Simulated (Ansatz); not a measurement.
Compare A (`O[SiH2][SiH](O)O`) with its isomer B (`O[SiH](O)O[SiH3]`).

Calculated with Ansatz (gas phase, PBE0-D4/def2-TZVP geometries, no zero-point term in ΔE). CBS: MP2 limit from def2 TZ/QZ plus the TZ coupled-cluster correction, frozen cores. Functionals use def2-TZVPP. Each species was taken in one conformer, which may not be the lowest.

Q: Which is lower in electronic energy at CCSD(T)/CBS, and by how much? (Best estimate.)

A: Computed: B, by 157.3 kJ/mol.

Q: Give E(B) − E(A) in kJ/mol with HF/def2-TZVPP, PBE-D4, CCSD(T)/def2-TZVPP, BLYP-D4, ωB97M-V, r2SCAN-D4, B2PLYP. (Best estimate.)

A: Ansatz gave: HF/def2-TZVPP -187.7, PBE-D4 -125.2, CCSD(T)/def2-TZVPP -159.0, BLYP-D4 -144.0, ωB97M-V -157.5, r2SCAN-D4 -150.7, B2PLYP -159.5. None reverses the order clearly.

Q: Does the order hold for the free energy at 298.15 K (harmonic terms from PBE0-D4)? (An estimate is asked.)

A: Computed: Yes: G(B) − G(A) = -163.0 kJ/mol, for one conformer each. Modes under 60 cm⁻¹, often nearly free rotors, make the harmonic entropy too high.

Largest T1 diagnostic: 0.012.

From r2SCAN to r2SCAN0 (25 % exact exchange), in def2-TZVPP and without D4, E(B) − E(A) moves by −6.1 kJ/mol. Leaving LDA and LC-ωPBE aside and taking each functional with its dispersion term where it has one, the values, not all of them listed here, spread over 43.1 kJ/mol, from BHLYP-D4 to PBE-D4. LDA lies −4.7 kJ/mol from PBE without D4.
